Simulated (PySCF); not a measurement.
Match each property card to its molecule.

Structures:
1. `[CH3][Mo]([CH3])([CH3])([CH3])=[Se]`
2. `Fc1ccc(Br)cc1`
3. `BrC(=C=O)C#C`
4. `FC(F)(F)P(C(=S)[S-])C(F)(F)F`
5. `C#CC1=N[Se]N=C1C1CC1`

Card P (geometry PBE0-D3(BJ)/def2-SVP):
- Rotational constants A, B, C: 0.743, 0.657, 0.422 GHz
- Static isotropic polarisability (wB97X-D/def2-SVPD): 125.0 au
- Lowest triplet excitation (Tamm–Dancoff) (TDA wB97X-D/def2-SVPD): 2.26 eV
- Point group: C1
- Isotropic shieldings of nuclei other than C and H, by class (GIAO KT2/pcSseg-2): 225 (6 F), 342 (1 P), -132 (2 S) ppm

Card Q (geometry PBE0-D3(BJ)/def2-SVP):
- Rotational constants A, B, C: 1.294, 0.807, 0.517 GHz
- Static isotropic polarisability (wB97X-D/def2-SVPD): 120.5 au
- Dipole moment (wB97X-D/def2-SVPD): 1.86 D
- Strongest line among the 6 lowest singlet transitions (TDDFT wB97X-D/def2-SVPD): S1 at 4.39 eV (282 nm, f = 0.252)
- Lowest singlet excitation (TDDFT wB97X-D/def2-SVPD): 4.39 eV (282 nm, f = 0.252)

Card R (geometry PBE0-D3(BJ)/def2-SVP):
- Rotational constants A, B, C: 1.921, 1.035, 1.004 GHz
- Static isotropic polarisability (PBE0/def2-SVPD): 132.9 au
- Dipole moment (PBE0/def2-SVPD): 2.25 D
- HOMO energy (PBE0/def2-SVPD): -6.99 eV
- Lowest singlet excitation (TDDFT PBE0/def2-SVPD): 2.24 eV (553 nm, f = 0.002)

Card S (geometry PBE0-D3(BJ)/def2-SVP):
* Rotational constants A, B, C: 2.723, 1.862, 1.106 GHz
* Static isotropic polarisability (wB97X-D/def2-SVPD): 73.1 au
* Isotropic shieldings of nuclei other than C and H, by class (GIAO PBE0/pcSseg-1): -99 (1 O), 2212 (1 Br) ppm
* Dipole moment (wB97X-D/def2-SVPD): 0.92 D
* Strongest line among the 10 lowest singlet transitions (TDDFT wB97X-D/def2-SVPD): S7 at 6.24 eV (199 nm, f = 0.359)
* Lowest singlet excitation (TDDFT wB97X-D/def2-SVPD): 2.59 eV (479 nm, f = 0.000)

Card T (geometry PBE0-D3(BJ)/def2-SVP):
* Rotational constants A, B, C: 5.665, 0.621, 0.560 GHz
* Static isotropic polarisability (wB97X-D/def2-SVPD): 90.0 au
* HOMO energy (wB97X-D/def2-SVPD): -8.86 eV
* Lowest triplet excitation (Tamm–Dancoff) (TDA wB97X-D/def2-SVPD): 4.07 eV
* Core binding energies (ΔSCF SCAN, pcX-2 on the ionised atom, pcseg-1 elsewhere, spin-free X2C): C1s 290.8 (×2), C1s 290.9 (×2), C1s 291.6, C1s 292.9, F1s 693.2 eV

Species are written as SMILES; each is one conformer at its optimised geometry, gas phase (atoms past krypton carry core potentials, spin–orbit coupling is left out); the electronic structure was computed with PySCF and density fitting. NMR classes are plain means over equivalent atoms (diastereotopic ones count apart unless rotation or inversion swaps them), as if these changed places fast.

Q: Which card belongs to which structure?

A: P = 4, Q = 5, R = 1, S = 3, T = 2. What ties each card to its structure:
- 1 (card R), C4H12MoSe, monoisotopic mass 237.9 u, 6 heavy atoms: an asymmetric top with C = 1.004 GHz; polarisability 132.9 au for 112 electrons; dipole 2.25 D.
- 2 (card T), C6H4BrF, monoisotopic mass 173.9 u, 8 heavy atoms: core lines of C and F; an asymmetric top with C = 0.560 GHz; polarisability 90.0 au for 84 electrons.
- 3 (card S), C4HBrO, monoisotopic mass 143.9 u, 6 heavy atoms: an asymmetric top with C = 1.106 GHz, the highest such constant on the cards; polarisability 73.1 au for 68 electrons; dipole 0.92 D.
- 4 (card P), [C3F6PS2]-, monoisotopic mass 244.9 u, 12 heavy atoms: point group C1; an asymmetric top with C = 0.422 GHz, the lowest such constant on the cards; polarisability 125.0 au for 120 electrons.
- 5 (card Q), C7H6N2Se, monoisotopic mass 198.0 u, 10 heavy atoms: an asymmetric top with C = 0.517 GHz; polarisability 120.5 au for 96 electrons; dipole 1.86 D.
